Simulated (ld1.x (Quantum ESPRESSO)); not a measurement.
# Reading a pseudo-wave (N (Z = 7))

Columns: radius, all-electron u(r) and pseudo u(r) of the 2p shell (level -13.58 eV) of nitrogen in the configuration [He] 2s2 2p2.5; LDA (PZ), scalar-relativistic, TM scheme, ld1.x (Quantum ESPRESSO) 7.5.

```tsv
r (bohr)	all-electron	pseudo
0.110	0.0910	0.0290
0.220	0.2604	0.1121
0.330	0.4294	0.2375
0.440	0.5703	0.3876
0.550	0.6762	0.5419
0.660	0.7486	0.6805
0.770	0.7917	0.7879
0.880	0.8110	0.8559
0.990	0.8118	0.8839
1.100	0.7985	0.8775
1.210	0.7752	0.8462
1.320	0.7449	0.7998
1.430	0.7099	0.7470
1.540	0.6721	0.6937
1.650	0.6329	0.6435
1.760	0.5933	0.5973
1.870	0.5540	0.5551
1.980	0.5157	0.5158
2.090	0.4786	0.4786
2.200	0.4431	0.4431
2.310	0.4093	0.4093
2.420	0.3773	0.3773
2.530	0.3472	0.3472
2.640	0.3191	0.3191
2.750	0.2928	0.2928
2.860	0.2683	0.2683
```

(1) How many radial nodes do the two functions have?

(2) At about which radius was the pseudo-wave matched?

(3) Is the pseudo-wave norm-conserving?

## Answers

(1) The all-electron 2p function has n − l − 1 = 0; the pseudo-wave has 0.

(2) 2.20 bohr. The columns agree to 0.0005 from 1.98 bohr on; several derivatives are matched, so the curves merge somewhat inside the radius.

(3) Yes: the TM scheme keeps the norm inside the radius equal to the all-electron one, which fixes the energy derivative of the logarithmic derivative at the level.
